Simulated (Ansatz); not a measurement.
## Ansatz (development build ahead of 0.2.0) run

```yaml
crystal:
  periodic: [false, false, false]
  atoms:
    - { symbol: Co, position_ang: [0.0, 0.0, 0.0] }
    - { symbol: Ti, position_ang: [0.0, 0.0, 5.434] }
basis:
  gaussian: { orbitals: pcseg-2 }
magnetization:
  initial_magnetization: 3
hamiltonian:
  xc: hf
```

The input is written out in the form of the current development build from the run's settings.

The run gave:

```json
{
 "Converged": "yes",
 "Total energy": "-2229.70210 hartree",
 "Spin squared of the determinant": "3.750",
 "Stability test": "minimum among restricted orbitals"
}
```

Caution: stretched shape with no unrestricted run beside it, a lower state can exist; other spin multiplicities were not run.
